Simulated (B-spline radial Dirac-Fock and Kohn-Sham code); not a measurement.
**What relativity does to the binding energies of Pb⁷⁸⁺**

System: Pb⁷⁸⁺ in the configuration [He] 2s2.

Both columns are ΔSCF binding energies of the configuration average from a B-spline atomic structure program: non-relativistic Hartree-Fock with a point nucleus, and Dirac-Fock with a finite nucleus and the Coulomb interaction alone, averaged over the two j levels with weights 2j+1.

```tsv
shell	Hartree-Fock (eV)	Dirac-Fock (eV)	shift (eV)	shift (%)
1s	89218.4	98836.0	+9617.65	+10.78
2s	21660.3	24605.8	+2945.51	+13.60
```

Relativity binds 1s, 2s more strongly, among those listed most of all 2s in relative terms.

Values without a named source are computed, but for edge energies of neutral atoms, which are taken from tables.
